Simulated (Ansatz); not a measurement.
System: CLiN, net charge 0, singlet state. 
Geometry from a B3LYP-D3(BJ)/def2-TZVP (Ansatz, an electronic-structure program) optimisation:
```xyz
3

Li     0.0000     0.0000    -1.8676
C      0.0000     0.0000     1.0617
N      0.0000     0.0000    -0.1096
```
Charge 0, spin multiplicity 1.

Problem. Give the harmonic wavenumbers at B3LYP-D3(BJ)/def2-TZVP (Ansatz, finite differences of forces, unscaled).

Solution. 116, 116, 728, 2152 cm⁻¹. Zero-point energy 4.4 kcal/mol.

Problem. From these and the geometry, give the ideal-gas thermochemistry at 298.15 K and 1 atm (rigid rotor, harmonic oscillator).

Solution. Point group C∞v, rotational symmetry number 1. Rotational constants 13.36, 13.36 GHz. S(trans) 36.41, S(rot) 14.19, S(vib) 6.61, S(elec, spin only) 0.00, S 57.2 cal/(mol K). H(298) - H(0) 3.02 kcal/mol; G - E(el) -9.6 kcal/mol.
